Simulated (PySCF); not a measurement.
# A search over the determinants of GaGe

Unrestricted PBE0; Ga cc-pVDZ-PP with ECP10, Ge cc-pVDZ-PP with ECP10; scalar-relativistic core potentials (PySCF 2.14). Outer shells of the fragments: Ga 3d10 4s2 4p1; Ge 3d10 4s2 4p2.

Followed along the bond (rough minima from three points):

```
2Ms+1   unpaired  ⟨S²⟩ at the start  R at minimum (Å)  Te (eV)
    4  σ ↑, π ↑↑               3.75              2.49     0.00
    2  σ ↓, π ↑↑               1.77              2.48     0.38
    2  σ ↑, π ↑↓               1.76              2.49     0.42
    2        σ ↑               0.76              2.51     1.08
    2        π ↑               0.76              2.32     1.17
```

Solutions found at the starting distance of 2.365 Å, counted from the lowest of them; the search is not exhaustive and high or unbound solutions are not listed, so other states can lie among these:

```
2Ms+1   unpaired   term  E (eV)  ⟨S²⟩  ⟨Lz²⟩  μ (D)
    4  σ ↑, π ↑↑    ⁴Σ⁻    0.00  3.75   0.00  -1.02
    2  σ ↓, π ↑↑  mixed    0.36  1.77   0.00  -1.04
    2  σ ↑, π ↑↓  mixed    0.42  1.76   2.01  -0.92
    2        σ ↑  mixed    1.10  0.76   2.00  -0.60
    2        π ↑     ²Π    1.13  0.76   1.01  -1.54
    2        π ↑     ²Π    1.29  0.75   1.00   0.36
    4      π ↑↑↑     ⁴Π    2.61  3.76   1.00   0.03
    4  σ ↑, π ↑↑  mixed    2.86  3.76   2.01   1.81
```

A term symbol is given only where ⟨S²⟩ and ⟨Lz²⟩ are close to those of a pure state; real π, δ and φ orbitals otherwise mix terms. A positive dipole means Ga(−)Ge(+).

Spin–orbit coupling is left out.
